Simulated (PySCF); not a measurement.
Species: C8H9NO.
SMILES with atom numbers: `[CH:1]#[C:2][C:3](=[CH2:4])[C:5](=[CH2:6])[CH2:7][C:8]([NH2:9])=[O:10]` (hydrogens: H11 on C1; H12, H13 on C4; H14, H15 on C6; H16, H17 on C7; H18, H19 on N9)

The same species was optimised twice, with GFN2-xTB and with PBE0-D3(BJ)/def2-SVP (PySCF), and the same property calculations (PySCF, gas phase) were run on both structures.

```json
{"coordinate": "C2–C3 (Å)", "GFN2-xTB": "1.421", "PBE0-D3(BJ)/def2-SVP": "1.435", "change": "+0.014"}
{"coordinate": "C1≡C2 (Å)", "GFN2-xTB": "1.201", "PBE0-D3(BJ)/def2-SVP": "1.215", "change": "+0.014"}
{"coordinate": "C3–C5 (Å)", "GFN2-xTB": "1.477", "PBE0-D3(BJ)/def2-SVP": "1.490", "change": "+0.013"}
{"coordinate": "C5=C6 (Å)", "GFN2-xTB": "1.328", "PBE0-D3(BJ)/def2-SVP": "1.340", "change": "+0.012"}
{"coordinate": "C3=C4 (Å)", "GFN2-xTB": "1.336", "PBE0-D3(BJ)/def2-SVP": "1.347", "change": "+0.011"}
{"coordinate": "C8–N9 (Å)", "GFN2-xTB": "1.352", "PBE0-D3(BJ)/def2-SVP": "1.357", "change": "+0.005"}
{"coordinate": "C8=O10 (Å)", "GFN2-xTB": "1.208", "PBE0-D3(BJ)/def2-SVP": "1.212", "change": "+0.004"}
{"coordinate": "C5–C7 (Å)", "GFN2-xTB": "1.505", "PBE0-D3(BJ)/def2-SVP": "1.507", "change": "+0.002"}
{"coordinate": "C7–C8 (Å)", "GFN2-xTB": "1.527", "PBE0-D3(BJ)/def2-SVP": "1.528", "change": "+0.001"}
{"coordinate": "C5–C7–C8 (°)", "GFN2-xTB": "109.2", "PBE0-D3(BJ)/def2-SVP": "112.3", "change": "+3.1"}
{"coordinate": "C7–C8–O10 (°)", "GFN2-xTB": "123.2", "PBE0-D3(BJ)/def2-SVP": "121.9", "change": "-1.3"}
{"coordinate": "C1–C2–C3 (°)", "GFN2-xTB": "179.2", "PBE0-D3(BJ)/def2-SVP": "177.9", "change": "-1.3"}
{"coordinate": "C7–C8–N9 (°)", "GFN2-xTB": "114.0", "PBE0-D3(BJ)/def2-SVP": "115.0", "change": "+1.0"}
{"coordinate": "C3–C5–C7 (°)", "GFN2-xTB": "116.8", "PBE0-D3(BJ)/def2-SVP": "117.5", "change": "+0.7"}
{"coordinate": "C2–C3–C5 (°)", "GFN2-xTB": "116.7", "PBE0-D3(BJ)/def2-SVP": "117.3", "change": "+0.6"}
{"coordinate": "C4–C3–C5 (°)", "GFN2-xTB": "123.4", "PBE0-D3(BJ)/def2-SVP": "122.8", "change": "-0.6"}
{"coordinate": "C3–C5–C6 (°)", "GFN2-xTB": "121.3", "PBE0-D3(BJ)/def2-SVP": "120.8", "change": "-0.5"}
{"coordinate": "C2–C3–C5–C6 (°)", "GFN2-xTB": "144", "PBE0-D3(BJ)/def2-SVP": "142", "change": "-2"}
{"coordinate": "C3–C5–C7–C8 (°)", "GFN2-xTB": "-74", "PBE0-D3(BJ)/def2-SVP": "-71", "change": "+3"}
{"coordinate": "C5–C7–C8–N9 (°)", "GFN2-xTB": "80", "PBE0-D3(BJ)/def2-SVP": "82", "change": "+2"}
```

Rotational constants: A = 1756, B = 1131, C = 870.0 MHz (GFN2-xTB) against A = 1706, B = 1117, C = 844.8 MHz (PBE0-D3(BJ)/def2-SVP). Point groups within 0.08 Å: C1 and C1.

On the GFN2-xTB structure: HOMO (eV) -6.88 [PBE0/pcSseg-1]; LUMO (eV) -1.59 [PBE0/pcSseg-1]; dipole (D) 3.70 [PBE0/pcSseg-1]; GIAO shielding of C1 (ppm) 96.0 [PBE0/pcSseg-1]; GIAO shielding of C2 (ppm) 98.1 [PBE0/pcSseg-1]; GIAO shielding of C3 (ppm) 48.9 [PBE0/pcSseg-1]; GIAO shielding of C4 (ppm) 51.0 [PBE0/pcSseg-1]; GIAO shielding of C5 (ppm) 36.8 [PBE0/pcSseg-1]; GIAO shielding of C6 (ppm) 64.2 [PBE0/pcSseg-1]; GIAO shielding of C7 (ppm) 139.2 [PBE0/pcSseg-1]; GIAO shielding of C8 (ppm) 17.4 [PBE0/pcSseg-1].

Q: What do these properties become on the PBE0-D3(BJ)/def2-SVP structure?

A: 
```tsv
property	level	on GFN2-xTB	on PBE0-D3(BJ)/def2-SVP	change
HOMO (eV)	PBE0/pcSseg-1	-6.88	-6.89	-0.01
LUMO (eV)	PBE0/pcSseg-1	-1.59	-1.60	-0.01
dipole (D)	PBE0/pcSseg-1	3.70	3.65	-0.05
energy, GFN2-xTB geometry as zero (kcal/mol)	PBE0/pcSseg-1	0.0	-1.1	-1.1
GIAO shielding of C1 (ppm)	PBE0/pcSseg-1	96.0	94.6	-1.4
GIAO shielding of C2 (ppm)	PBE0/pcSseg-1	98.1	97.3	-0.8
GIAO shielding of C3 (ppm)	PBE0/pcSseg-1	48.9	45.7	-3.2
GIAO shielding of C4 (ppm)	PBE0/pcSseg-1	51.0	47.2	-3.8
GIAO shielding of C5 (ppm)	PBE0/pcSseg-1	36.8	33.4	-3.4
GIAO shielding of C6 (ppm)	PBE0/pcSseg-1	64.2	59.9	-4.3
GIAO shielding of C7 (ppm)	PBE0/pcSseg-1	139.2	138.2	-1.0
GIAO shielding of C8 (ppm)	PBE0/pcSseg-1	17.4	15.9	-1.5
```

The heavy atoms differ by 0.052 Å rms after alignment. Among bonds between heavy atoms C1≡C2, C2–C3 and C3–C5 change most and about equally (+0.013 to +0.014 Å). Changes are differences of the printed values. Neither structure is proved a minimum here.

Shape of the structure used: `[CH:1]#[C:2][C:3](=[CH2:4])[C:5](=[CH2:6])[CH2:7][C:8]([NH2:9])=[O:10]`: C2–C3–C5–C6 142°, C3–C5–C7–C8 -71°, C5–C7–C8–N9 82°, H–N9–C8–C7 -3°, H–N9–C8–C7 -175°.
